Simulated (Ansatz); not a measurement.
Barrier from R1 to the saddle point P1, each structure at its B3LYP-D3(BJ)/def2-SVP stationary point, reached from a drawn start; harmonic modes at that level show the others as minima.
R1, NH3 (SMILES N) (charge 0, multiplicity 1):
```csv
atom,x (Å),y (Å),z (Å)
N,0.0000,0.0000,0.3061
H,0.0000,0.9376,-0.1020
H,0.8121,-0.4689,-0.1020
H,-0.8121,-0.4689,-0.1020
```
P1, H3N, a first-order saddle point (one imaginary mode, 800i cm⁻¹) (charge 0, multiplicity 1, Z-matrix in Å and degrees):
```
N
H 1 1.0048
H 1 1.0048 2 120.00
H 1 1.0048 2 120.00 3 180.00
```

P less R. No zero-point or thermal terms. No path was followed down from the saddle.

Frozen-core correlation throughout. CBS(a, b) extrapolates the correlation energy as X⁻³ and adds the Hartree–Fock energy of set b.

The values were computed with Ansatz (Gaussian basis) for Hartree–Fock, density functionals and correlated methods. All values are computed, each at the level named.

What is the computed barrier height (CCSD(T)/CBS(cc-pVTZ, cc-pVQZ))?

5.6 kcal/mol

Estimate the barrier height that MP2/cc-pVTZ returns for this input.

6.0 kcal/mol

Estimate the barrier height that BLYP/def2-TZVPP returns for this input.

5.1 kcal/mol

Ansatz is a program for electronic structure.
